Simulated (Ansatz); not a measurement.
`[Cl][In]([Cl])[CH]1BO1` + HCl → `[Cl][In]([Cl])[Cl]` + `B1CO1` at 500 K and 1 bar (ligand exchange at the In–C bond).

Gas-phase electronic energies from Ansatz, PBE0-D4/def2-TZVP geometries. CCSD(T)/CBS adds triple-zeta CCSD(T) − MP2 to the extrapolated MP2 energy (def2 sets, frozen cores). This one scheme is used for every species. Elements past krypton have def2 core potentials. For In outer-core shells are correlated without core-valence functions, which leaves a few kJ/mol of doubt a bond. Each species was taken in one conformer, which may not be the lowest.

| species | CCSD(T)/CBS energy (Eh) | H − E (kJ/mol) | S (J/(mol·K)) |
| --- | --- | --- | --- |
| `[Cl][In]([Cl])[CH]1BO1` | -1248.67600 | 138.9 | 469.2 |
| HCl | -460.38127 | 32.5 | 201.9 |
| `[Cl][In]([Cl])[Cl]` | -1569.29867 | 42.9 | 381.8 |
| `B1CO1` | -139.80191 | 134.2 | 278.3 |

H − E and S are ideal-gas, rigid-rotor, harmonic terms from PBE0-D4/def2-TZVP, for one conformer and one mirror image of each species. 1 Eh = 2625.50 kJ/mol, R = 8.31446 J/(mol·K).

Question: By hand: ΔE, ΔH, ΔS and ΔG.

Answer: ΔE = (-1569.29867) + (-139.80191) − (-1248.67600) − (-460.38127) = -0.04331 Eh = -113.7 kJ/mol. Δ(H − E) = 42.9 + 134.2 − 138.9 − 32.5 = 5.7, so ΔH = -108.0 kJ/mol. ΔS = 381.8 + 278.3 − 469.2 − 201.9 = -11.0 J/(mol·K). ΔG = -108.0 − 500 × (-11.0)/1000 = -102.5 kJ/mol.

Question: By hand: the equilibrium constant, and the temperature at which ΔG would vanish if ΔH and ΔS stayed fixed.

Answer: log₁₀ K = −ΔG/(RT ln 10) = 10.7. ΔG = 0 at ΔH/ΔS = 9818 K, far beyond where these terms or the molecules hold.

The number of gas molecules stays the same, so ΔS is small and ΔH decides. A doubt of 5 kJ/mol in ΔE shifts log₁₀ K by 0.5 here. Other conformers and mirror images would add mixing entropy, several J/(mol·K) or more a flexible species. Modes under 60 cm⁻¹, often nearly free rotors, make the harmonic entropy too high. These are equilibria of isolated gas molecules and say nothing of rates. Largest T1 diagnostic: 0.016 (customary marks: 0.02 for closed shells, 0.045 for open ones).
